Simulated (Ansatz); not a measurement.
Problem. Name a neutral molecule of C, Se, Si and H with LUMO energy (B3LYP/def2-TZVPP) between -0.60 and -0.30 eV and LUMO energy (PBE/def2-TZVPP) between -1.25 and -0.95 eV (Ansatz, PBE0-D4/def2-TZVP geometry).

Solution. `[SiH3]CC[SeH]` (-0.35 eV, -0.97 eV); `[SiH3]C[SeH]` (-0.52 eV, -1.15 eV); `[SeH]C1C[SiH2]1` (-0.56 eV, -1.19 eV); `C[SiH]1C[Se]1` (-0.30 eV, -0.98 eV); `C[SiH]1[SiH2][Se]1` (-0.51 eV, -1.12 eV); `C[SiH2][SiH2][SeH]` (-0.58 eV, -1.22 eV). Other molecules can fit too; these were computed, each in one conformer that needn't be the lowest.

B3LYP here is the variant with VWN-RPA as its local correlation; programs differ in this.
